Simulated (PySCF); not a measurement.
IrI: from constants to spectrum

PBE0 constants of IrI, triplet, unpaired electrons π ↑, δ ↑, a mixture of terms (⟨Lz²⟩ = 4.6) (Ir def2-TZVPP with ECP60, I def2-TZVPP with ECP28; scalar-relativistic core potentials (PySCF 2.14); masses 192.9629 and 126.9045 u):

* ωe: 221.3 cm⁻¹
* ωexe: 0.471 cm⁻¹
* Be: 0.036407 cm⁻¹
* αe: 0.000100 cm⁻¹
* D (centrifugal): 3.94e-09 cm⁻¹

Problem. Give the vibrational terms G(v) and spacings up to v = 6.

Solution. G(v) = ωe(v+½) − ωexe(v+½)².

| v | G(v) (cm⁻¹) | G(v) − G(v−1) | Bv (cm⁻¹) |
| --- | --- | --- | --- |
| 0 | 110.5 |  | 0.03636 |
| 1 | 330.9 | 220.4 | 0.03626 |
| 2 | 550.3 | 219.4 | 0.03616 |
| 3 | 768.8 | 218.5 | 0.03606 |
| 4 | 986.3 | 217.5 | 0.03596 |
| 5 | 1202.9 | 216.6 | 0.03586 |
| 6 | 1418.6 | 215.6 | 0.03576 |

De is left out where the level can put another filling of the metal’s s and d shells below the measured ground configuration, by anything from nothing to about 1 eV. Spin–orbit coupling is left out, which matters for elements this heavy, above all for dissociation energies. The state is the lowest single determinant that the PBE0 search found; with open d or f shells the true ground state can be another one.
